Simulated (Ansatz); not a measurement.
Ansatz (an electronic-structure program) input:

Ansatz 0.2 input:
```yaml
crystal:
  periodic: [false, false, false]
  atoms:
    - {symbol: C, position_ang: [-1.85426733, 0.16959933, 0.15915329]}
    - {symbol: C, position_ang: [-0.42817483, -0.14043422, -0.20349939]}
    - {symbol: O, position_ang: [-0.07230831, -0.83387966, -1.12113626]}
    - {symbol: O, position_ang: [0.42913392, 0.46702689, 0.64298674]}
    - {symbol: C, position_ang: [1.82311297, 0.23895862, 0.38704490]}
    - {symbol: H, position_ang: [-2.52230582, -0.33652117, -0.53162408]}
    - {symbol: H, position_ang: [-2.02171473, 1.24668551, 0.11879386]}
    - {symbol: H, position_ang: [-2.05722758, -0.15398592, 1.18076024]}
    - {symbol: H, position_ang: [2.09237989, 0.59834537, -0.60548024]}
    - {symbol: H, position_ang: [2.35607642, 0.79512628, 1.15308032]}
    - {symbol: H, position_ang: [2.05416205, -0.82357041, 0.45347323]}
basis:
  gaussian:
    orbitals: cc-pVDZ
magnetization: {spin_polarized: false}
correlation: {method: ccsd_t, electrons: outside_noble_gas}
```

**Question.** Which total energy does the run end on?

**Answer.** -267.69890 Eh (CCSD(T)/cc-pVDZ). The basis has 100 functions. The run takes very roughly 22 core-seconds.
